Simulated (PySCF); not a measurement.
B(PH2)3 (BH₆P₃), SMILES PB(P)P.

Geometry optimised at PBE-D3(BJ)/def2-SVP. One conformer was computed; it need not be the lowest.

The numbers are results of TDDFT-PBE/def2-SVPD (PySCF), not measurements.

Vertical excitations. Isolated molecule, no solvent. State labels are in the subgroup Cs.

Task: List the lowest excited states. (An estimate is asked for; the answer gives what the named calculation found.)

Result: 
```csv
state,symmetry,energy (eV),λ (nm),f,main pairs
S1,A",4.05,306,0.113,HOMO→LUMO 97 %
S2,A',4.27,291,0.108,HOMO−1→LUMO 94 %
S3,A',4.60,270,0.016,HOMO−2→LUMO 94 %
S4,A",5.37,231,0.000,HOMO→LUMO+1 96 %
S5,A",5.59,222,0.018,"HOMO→LUMO+2 59 %, HOMO−3→LUMO 37 %"
S6,A',5.64,220,0.005,HOMO−1→LUMO+1 87 %
S7,A",5.65,219,0.007,"HOMO−3→LUMO 60 %, HOMO→LUMO+2 37 %"
S8,A',5.80,214,0.014,"HOMO−1→LUMO+2 73 %, HOMO→LUMO+3 20 %"
S9,A',6.01,206,0.109,"HOMO→LUMO+3 48 %, HOMO−2→LUMO+1 35 %, HOMO−1→LUMO+2 9 %"
S10,A',6.05,205,0.037,"HOMO−2→LUMO+1 58 %, HOMO→LUMO+3 21 %, HOMO−2→LUMO+2 9 %"
T1,A",3.19,389,0,HOMO→LUMO 99 %
T2,A',3.41,364,0,HOMO−1→LUMO 94 %
T3,A',3.67,338,0,HOMO−2→LUMO 94 %
T4,A",5.10,243,0,"HOMO→LUMO+1 74 %, HOMO→LUMO+2 20 %"
```
Triplets are in the Tamm–Dancoff approximation, which puts them higher than full response would, so one can lie above its singlet here.
